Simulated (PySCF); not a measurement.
**Basis and Hamiltonian dependence of the ionisation energy of Ni⁺**

Ni⁺ [Ar] 3d9 (2D) → Ni²⁺ [Ar] 3d8 (3F). All values are computed (PySCF 2.14, energy differences of UHF-based or UKS calculations, no spin-orbit coupling). Values in eV.

```tsv
basis	Hamiltonian	functions	UHF	LDA	PBE0	MP2 (valence)	CCSD(T) (valence)	CCSD(T) (valence and next inner shell)
x2c-SVPall	spin-free X2C	36	15.034	19.594	n/a	17.728	n/a	n/a
def2-TZVP	non-relativistic	45	15.204	n/a	18.320	18.013	n/a	n/a
x2c-TZVPall	spin-free X2C	48	15.034	n/a	n/a	17.876	n/a	n/a
aug-cc-pVDZ	non-relativistic	59	15.263	19.486	18.225	18.352	17.781	n/a
ANO-RCC-VTZP	spin-free X2C	59	15.068	19.818	18.322	18.411	17.821	18.094
aug-cc-pVDZ-DK	spin-free X2C	59	15.098	19.359	18.086	18.215	17.634	n/a
x2c-TZVPPall	spin-free X2C	64	15.019	19.590	18.186	18.211	17.633	17.875
def2-TZVPPD	non-relativistic	67	15.184	19.719	18.326	18.347	17.779	18.023
x2c-TZVPPall with one added diffuse shell each of s, p, d, f type	spin-free X2C	80	15.017	19.589	18.185	18.287	17.721	n/a
aug-cc-pVTZ	non-relativistic	93	15.168	19.732	18.326	18.478	17.915	n/a
dyall-av2z	non-relativistic	101	15.180	19.710	18.325	18.246	17.713	n/a
x2c-QZVPPall	spin-free X2C	108	14.989	19.575	18.176	18.344	n/a	n/a
aug-cc-pVTZ with one added diffuse shell each of s, p, d, f, g type	non-relativistic	118	15.169	19.733	18.327	18.494	n/a	n/a
aug-cc-pwCVTZ-DK with one added diffuse shell each of s, p, d, f, g type	spin-free X2C	152	14.991	19.576	18.174	18.388	n/a	n/a
```

Frozen in the all-electron rows: valence: [Ar]; valence and next inner shell: [Ne].

Non-relativistic rows lack the scalar-relativistic shift.

Between the lowest levels the reference is 18.169 eV (measured; NIST Atomic Spectra Database, ionization energies); it includes spin-orbit coupling, which these numbers lack.
